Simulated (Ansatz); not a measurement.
Reaction (cleavage of the B–Si bond): `FB([SiH3])Br` + NH₃ → `NB(F)Br` + SiH₄

Program: Ansatz. Geometries: PBE0-D4/def2-TZVP. ΔE: electronic, gas phase. CCSD(T)/CBS adds triple-zeta CCSD(T) − MP2 to the extrapolated MP2 energy (def2 sets, frozen cores). This one scheme is used for every species. Functionals use def2-TZVPP. For Br outer-core shells are correlated without core-valence functions, which leaves a few kJ/mol of doubt a bond. Scalar relativity is left out up to krypton. One conformer a species, not always the lowest.

`FB([SiH3])Br`:

Z-matrix (Å, degrees):
```
Si
B 1 2.027
H 1 1.487 2 108.5
H 1 1.487 2 108.5 3 118.0
H 1 1.486 2 111.9 3 -121.0
Br 2 1.923 1 119.6 3 -58.9
F 2 1.313 1 123.6 3 121.1
```

NH₃:

Cartesian coordinates in Å:
```
N -0.129 -0.209 0.138
H 0.856 -0.400 0.004
H -0.531 -0.061 -0.779
H -0.196 0.670 0.637
```

`NB(F)Br`:

Z-matrix (Å, degrees):
```
N
B 1 1.386
H 1 1.003 2 122.8
H 1 1.006 2 121.9 3 180.0
F 2 1.326 1 121.0 3 -180.0
Br 2 1.931 1 120.9 3 0.0
```

SiH₄:

```xyz
5

Si    0.000    0.000    0.000
H     1.348    0.394    0.483
H     0.100   -0.498   -1.395
H    -0.904    1.177    0.042
H    -0.544   -1.073    0.871
```

```
           level  ΔE (kJ/mol)
        BHLYP-D4       -150.7
    CAM-B3LYP-D4       -150.4
         r2SCANh       -143.6
     HF/def2-SVP       -175.5
   CCSD/def2-SVP       -163.0
CCSD(T)/def2-SVP       -160.7
  MP2/def2-TZVPP       -147.1
   HF/def2-QZVPP       -159.8
```

**Question.** What does CCSD(T)/CBS give? (Estimate.)

**Answer.** Ansatz gave: -138.0 kJ/mol. The listed levels differ from it by -12.7, -12.4, -5.6, -37.5, -25.0, -22.7, -9.1, -21.8 kJ/mol.

Largest T1 diagnostic among the species: 0.012.

From r2SCAN to r2SCAN0 (25 % exact exchange), in def2-TZVPP and without D4, ΔE moves by −4.7 kJ/mol. Leaving LDA and LC-ωPBE aside and taking each functional with its dispersion term where it has one, the values, not all of them listed here, spread over 20.7 kJ/mol, from BHLYP-D4 to PBE-D4. LDA lies −12.5 kJ/mol from PBE without D4.
